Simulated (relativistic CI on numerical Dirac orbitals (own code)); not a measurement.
## Co4+ in a cubic cluster: 2p photoemission with charge transfer

Computed with a charge-transfer multiplet model of a cubic metal-ligand cluster with up to one ligand hole, Slater and spin-orbit integrals from Dirac-Coulomb-Breit ions, Slater integrals scaled by 0.7. The ground state mixes d5 with configurations of k ligand holes L, whose averages lie at kΔ + k(k − 1)U_dd/2; a core hole lowers each added d electron by U_cd. 300 K, Lorentzian 0.6 eV and Gaussian 0.8 eV FWHM.

Atomic integrals in eV (Slater integrals scaled, ζ unscaled), ground: F2dd 9.508, F4dd 5.971, zeta_d 0.080; with the core hole: F2dd 10.647, F4dd 6.717, zeta_d 0.112, zeta_core 9.655, F2cd 6.462, G1cd 5.050, G3cd 2.875.

Cluster parameters (eV): Δ = 2.6, U_dd = 6.5, U_cd = 8.1, 10Dq = 1.6, 10Dq(ligand) = 0.1, final-state hopping factor = 0.9.

```
                              Case   n_d    d5   d6L     S
V(eg) = 0.45 eV, V(t2g) = -0.23 eV  5.02  0.98  0.02  2.50
 V(eg) = 1.35 eV, V(t2g) = -0.7 eV  5.12  0.88  0.12  2.50
V(eg) = 1.95 eV, V(t2g) = -1.01 eV  5.18  0.82  0.18  2.50
```

Weights, n_d and S are thermal averages at 300 K. Binding energies count from the first peak over 30 % of the highest in each spectrum, which can be another peak from case to case. The parameters are a model scan and need not match a compound or its usual spin state. Peaks in eV (height, largest 100):
- V(eg) = 0.45 eV, V(t2g) = -0.23 eV: 0.0 (100), 1.3 (81), 7.0 (17), 16.3 (53), 17.8 (60), 21.8 (7)
- V(eg) = 1.35 eV, V(t2g) = -0.7 eV: 0.0 (83), 1.6 (100), 5.1 (92), 6.4 (76), 11.9 (18), 16.2 (44), 17.3 (56), 21.3 (47), 22.8 (51), 26.5 (7)
- V(eg) = 1.95 eV, V(t2g) = -1.01 eV: 0.0 (100), 1.5 (84), 6.6 (49), 7.7 (39), 13.3 (11), 16.1 (51), 17.5 (52), 22.7 (22), 24.2 (24)

For the case V(eg) = 1.35 eV, V(t2g) = -0.7 eV, Δ = 2.6 eV is smaller than U_dd = 6.5 eV, the charge-transfer side of the Zaanen-Sawatzky-Allen scheme. With the core hole the average of the configuration with one ligand hole lies at Δ − U_cd = -5.5 eV before mixing: it lies below the unscreened one, so the lowest final states are mostly screened and the unscreened weight appears at higher binding energy as a satellite.

With at most 1 ligand hole the space is cut while the next configuration still counts, so covalency is underestimated, and a final configuration with one more ligand hole, which can lie low, is missing from the spectra.
